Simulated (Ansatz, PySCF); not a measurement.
Ge(F)2(Br)(Me) (CH₃BrF₂Ge), SMILES [CH3][Ge]([F])([F])[Br]. Atoms are numbered in the order given.

```xyz
8

C     -2.3223     0.1089     0.3068
Ge    -0.4225     0.4443     0.3247
F      0.1632     0.6351     1.9450
F     -0.0474     1.9546    -0.4391
Br     0.8405    -1.1739    -0.6823
H     -2.5261    -0.8335     0.8335
H     -2.6646     0.0341    -0.7344
H     -2.8333     0.9406     0.8122
```

Geometry optimised at TPSSh-D3(BJ)/def2-SVP.

Two levels are set side by side: PBE-D3(BJ)/def2-SVP (Ansatz, an electronic-structure program) and TPSSh-D3(BJ)/def2-SVP (PySCF). Each level has its own optimised geometry; the coordinates shown are those of the second. Frequencies come from the Hessian of PySCF at each geometry. Differences are taken from unrounded values.

```
quantity                            TPSSh-D3(BJ)
----------------------------------  ------------
mean bond length (Å)                       1.568
bond C1–Ge2 (Å)                            1.929
bond Ge2–F3 (Å)                            1.733
bond Ge2–F4 (Å)                            1.733
bond Ge2–Br5 (Å)                           2.286
bond C1–H6 (Å)                             1.099
bond C1–H7 (Å)                             1.099
bond C1–H8 (Å)                             1.099
highest harmonic wavenumber (cm⁻¹)          3176
mean harmonic wavenumber (cm⁻¹)             1031
zero-point energy (kcal/mol)               26.54
```

Q: What does PBE-D3(BJ) give, and how far is it from TPSSh-D3(BJ)? (An estimate is asked for; the answer gives what the named calculation found.)

A: 
```tsv
quantity	PBE-D3(BJ)	PBE-D3(BJ) minus TPSSh-D3(BJ)
mean bond length (Å)	1.578	0.010
bond C1–Ge2 (Å)	1.936	0.007
bond Ge2–F3 (Å)	1.746	0.013
bond Ge2–F4 (Å)	1.746	0.013
bond Ge2–Br5 (Å)	2.300	0.013
bond C1–H6 (Å)	1.106	0.007
bond C1–H7 (Å)	1.106	0.007
bond C1–H8 (Å)	1.107	0.007
highest harmonic wavenumber (cm⁻¹)	3122	-54
mean harmonic wavenumber (cm⁻¹)	1002	-30
zero-point energy (kcal/mol)	25.78	-0.76
```

GGA bonds tend to be longer and softer than those of functionals with exact exchange. Differences between two approximate levels are no errors against the true value.
